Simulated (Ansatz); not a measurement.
Reaction (cleavage of the Ge–Ge bond): `[Cl][GeH]([Cl])[GeH3]` + CH₃NH₂ → `C[NH][GeH]([Cl])[Cl]` + GeH₄

Calculated with Ansatz (gas phase, PBE0-D4/def2-TZVP geometries, no zero-point term in ΔE). CCSD(T)/CBS adds triple-zeta CCSD(T) − MP2 to the extrapolated MP2 energy (def2 sets, frozen cores). Functionals use def2-TZVPP. For Ge outer-core shells are correlated without core-valence functions, which leaves a few kJ/mol of doubt a bond. Scalar relativity is left out up to krypton. Each species was taken in one conformer, which may not be the lowest.

| species | BHLYP energy (Eh) |
| --- | --- |
| `[Cl][GeH]([Cl])[GeH3]` | -5076.89070 |
| CH₃NH₂ | -95.83573 |
| `C[NH][GeH]([Cl])[Cl]` | -3093.35653 |
| GeH₄ | -2079.36535 |

(1) Work out ΔE.

Largest T1 diagnostic among the species: 0.012.

Results:

(1) ΔE = (-3093.35653) + (-2079.36535) − (-5076.89070) − (-95.83573) = 0.00455 Eh = +2.9 kcal/mol. CCSD(T)/CBS gives +2.3 kcal/mol.

From BLYP to BHLYP (50 % exact exchange), in def2-TZVPP and without D4, ΔE moves by −2.0 kcal/mol. Leaving LDA and LC-ωPBE aside and taking each functional with its dispersion term where it has one, the values, not all of them listed here, spread over 3.7 kcal/mol, from B97M-V to PBE-D4. LDA lies −2.3 kcal/mol from PBE without D4.
